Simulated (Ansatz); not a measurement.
The cluster Sc₃N₃, relaxed as a singlet with RKS PBE-D4/def2-SVP in Ansatz, starting from the GFN2-xTB geometry. Force threshold 0.02 eV/Å.

The structure comes from a short search, and lower isomers may exist.

Start:

Cartesian coordinates in Å:
```
Sc -0.865 1.493 -0.353
Sc 1.864 0.092 0.238
Sc -0.766 -1.581 0.150
N -2.085 -0.108 -0.244
N 0.758 1.662 0.819
N 1.094 -1.556 -0.610
```

| step | energy (eV) | largest force component (eV/Å) | SCF passes |
| --- | --- | --- | --- |
| 1 | -66536.6391 | 2.763 | 45 |
| 2 | -66537.6738 | 1.133 | 28 |
| 3 | -66537.7691 | 1.352 | 29 |
| 4 | -66537.8530 | 0.059 | 23 |
| 5 | -66537.8560 | 0.050 | 22 |
| 6 | -66537.8849 | 0.156 | 29 |
| 7 | -66538.0053 | 0.485 | 28 |
| 8 | -66538.3063 | 0.960 | 29 |
| 9 | -66538.5088 | 0.712 | 30 |
| 10 | -66538.5436 | 1.744 | 30 |
| 11 | -66538.6339 | 0.234 | 30 |
| 12 | -66538.6449 | 0.095 | 24 |
| 13 | -66538.6468 | 0.018 | 25 |

Force components are those of the run's own axes.

End:

Cartesian coordinates in Å:
```
Sc -0.5498 0.9922 -0.4738
Sc 1.9664 0.1558 0.5181
Sc -1.0042 -1.7736 -0.0753
N -1.9971 -0.2649 -0.0016
N 0.9714 1.6631 0.5912
N 0.6133 -0.7726 -0.5585
```

Bonds formed: Sc1–N6 (atoms count from 1). The end is the same structure that another start reached, the lowest one found.

No frequencies were taken in this run, so the end may be a saddle point.

Hardware: 4 threads of Arm Neoverse V2 on a shared host. Wall time 24 s.
